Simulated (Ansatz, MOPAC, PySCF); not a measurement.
Molecule: PO, net charge 0, doublet state. SMILES: [O][P]
Geometry: optimised at B3LYP-D3(BJ)/def2-TZVP (Ansatz, a quantum-chemistry and plane-wave program).

Unscaled harmonic wavenumbers (cm⁻¹) in rising order, each level at the stationary point that it reaches from this structure (no distance between atoms moves by over 0.3 Å); the order of modes can differ between levels, and a negative number is imaginary. B3LYP-D3(BJ)/def2-TZVP (PySCF, at the structure above): 1259.

AM1 (MOPAC): 1461. Zero-point energy 2.1 against 1.8 kcal/mol; where all levels lie over 400 cm⁻¹, the wavenumbers are on average 1.160 times those of B3LYP-D3(BJ)/def2-TZVP.

HF/6-31G* (Ansatz): 1404. Zero-point energy 2.0 against 1.8 kcal/mol; where all levels lie over 400 cm⁻¹, the wavenumbers are on average 1.115 times those of B3LYP-D3(BJ)/def2-TZVP.

B3LYP/6-31G* (Ansatz): 1231. Zero-point energy 1.8 against 1.8 kcal/mol; where all levels lie over 400 cm⁻¹, the wavenumbers are on average 0.977 times those of B3LYP-D3(BJ)/def2-TZVP.
